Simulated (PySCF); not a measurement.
# Identify the compound

The spectra below were simulated for a compound C₅H₄F₃NO.

$^{1}$H NMR (300 MHz, computed): δ 1.72 (m, 2H), 1.41 (m, 2H).

$^{13}$C{$^{1}$H} NMR (computed): δ 131.8 (C), 122.2 (C), 49.0 (C), 19.9 (CH2).

- GFN2-xTB structure
- shieldings: GIAO PBE0/pcSseg-1
- run in PySCF
- relativity neglected, averaged over atoms made equivalent by symmetry, fast rotation or ring inversion, in vacuum, single conformer

δ = σ(ref) − σ, references computed at the same level: $^{1}$H (σref 31.72) and $^{13}$C (σref 186.93) vs TMS.

Question: Propose a structure and justify it.

Answer: 
- The formula gives 3 degrees of unsaturation (1 ring in the answer).
- 4 carbon signals for 5 carbons: some carbons are equivalent by symmetry or fast rotation.
- Carbon types of the structure: 3 × C, 2 × CH2, which accounts for all hydrogens.
- δC 131.8: CF3 carbon; 4 electronegative neighbours deshield it.
- δC 122.2: nitrile carbon; C≡N carbons fall here, among the sp2 signals but without a proton.
- δC 49.0, 19.9: three-membered-ring carbon.
- δH 1.72, 1.41: hydrogen on a three-membered-ring carbon.

Structure: `FC(OC1(C#N)CC1)(F)F`.

This is the structure that produced the data.

Splittings by $^{19}$F in the carbon and heteronuclear signals aren't shown, as no couplings were computed. Shifts are as computed. Against solution values, carbons near 30 ppm lie about +3 ppm off and those near 130 ppm about +5 ppm. Of 1211 compounds with measured shifts, 218 miss one by over three times the rms of a fit or turn the order of signals round; such compounds aren't used in these exercises. No couplings were computed; multiplicities are counted from neighbouring protons, with m where these are inequivalent, close in shift, in a saturated or five-membered ring or joined by F or P, and br s for small geminal =CH2 splittings.
